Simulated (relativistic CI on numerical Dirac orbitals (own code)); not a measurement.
# Energy levels of Co²³⁺

Calculated at this level of theory: Dirac-Coulomb-Breit CI, separate exchange-only KLI orbitals for each configuration, QED by a radiative potential, unscaled Slater integrals (own radial code, finite nucleus).

Configurations in the expansion (outside the closed core 1s2): 2s2, 2s 2p, 2p2, 2p 3s, 2p 3p, 2s 3s, 2s 3p, 2s 3d, 2s 4s, 2s 4p, 2s 4d, 2s 4f, 2s 5s, 2s 5p, 3s2, 2s 5d, 2s 5f, 2s 5g, 3s 3p, 3p2. Levels of other configurations are missing.

```tsv
No.	Configuration	Term	J	E (eV)	%	Landé g	Lifetime (s)
1	2s2	1S	0	0.00	96		
2	2s 2p	3P°	0	45.19	100		
3	2s 2p	3P°	1	49.60	97	1.480	1.61e-08
4	2s 2p	3P°	2	63.23	100	1.496	5.77e-05
5	2s 2p	1P°	1	100.66	97	1.011	4.50e-11
6	2p2	3P	0	124.76	93		7.59e-11
7	2p2	3P	1	135.40	100	1.497	5.96e-11
8	2p2	3P	2	141.59	71	1.349	7.04e-11
9	2p2	1D	2	160.47	71	1.143	8.56e-11
10	2p2	1S	0	189.24	89		2.75e-11
11	2s 3s	3S	1	1199.29	98	1.998	2.16e-13
12	2s 3s	1S	0	1208.20	97		5.93e-13
13	2s 3p	3P°	0	1221.57	99		6.33e-11
14	2s 3p	3P°	1	1221.66	65	1.324	1.84e-13
15	2s 3p	1P°	1	1226.29	59	1.174	1.03e-13
16	2s 3p	3P°	2	1226.82	100	1.498	8.25e-11
17	2s 3d	3D	1	1237.58	98	0.498	3.57e-14
18	2s 3d	3D	2	1238.23	98	1.164	3.67e-14
19	2s 3d	3D	3	1239.35	99	1.332	3.78e-14
20	2s 3d	1D	2	1247.66	98	1.000	5.03e-14
21	2p 3s	3P°	0	1256.54	99		4.60e-13
22	2p 3s	3P°	1	1258.95	81	1.404	3.51e-13
23	2p 3p	3D	1	1270.63	68	0.676	1.94e-13
24	2p 3s	3P°	2	1275.13	100	1.497	4.71e-13
25	2p 3p	3D	2	1280.00	81	1.175	1.74e-13
26	2p 3p	3P	1	1280.11	28	1.333	1.46e-13
27	2p 3s	1P°	1	1280.78	77	1.086	2.34e-13
28	2p 3p	3P	0	1282.47	87		1.17e-13
29	2p 3p	3P	1	1293.58	48	1.203	1.30e-13
30	2p 3p	3D	3	1294.86	99	1.331	1.89e-13
31	2p 3p	3P	2	1296.83	59	1.320	1.13e-13
32	2p 3p	3S	1	1296.88	65	1.777	1.39e-13
33	2p 3p	1D	2	1305.64	65	1.163	9.76e-14
34	2p 3p	1S	0	1316.01	85		1.10e-13
35	2s 4s	3S	1	1610.51	100	1.999	4.77e-13
36	2s 4s	1S	0	1613.98	100		4.64e-13
37	2s 4p	3P°	0	1618.82	100		8.75e-13
38	2s 4p	3P°	1	1619.10	85	1.423	4.42e-13
39	2s 4p	3P°	2	1620.98	100	1.499	9.20e-13
40	2s 4p	1P°	1	1622.01	85	1.074	1.37e-13
41	2s 4d	3D	1	1625.67	100	0.499	9.52e-14
42	2s 4d	3D	2	1625.87	99	1.163	9.56e-14
43	2s 4d	3D	3	1626.30	100	1.332	9.65e-14
44	2s 4d	1D	2	1629.00	99	1.001	9.63e-14
45	2s 4f	3F°	2	1629.23	100	0.666	2.11e-13
```

Energies count from the lowest computed level; ° marks odd parity; lifetimes are radiative, by E1, M1, E2, M2 decay to levels of this space only; some are left blank where a channel outside the calculation adds to the decay or the decay crosses a small, uncertain gap.

The mean weight of the leading LS term, summed over parents, in these 45 levels is 87 %, and that of the leading jj configuration (from the same eigenvectors) 90 %.

At this charge energies of transitions that change n are usually good to better than 1 %, and those within a shell (Δn = 0) to a few per cent.

LS names give the leading component of a level, which can be under half, so a name can repeat, a term be missing and a line seem to break the LS rules.
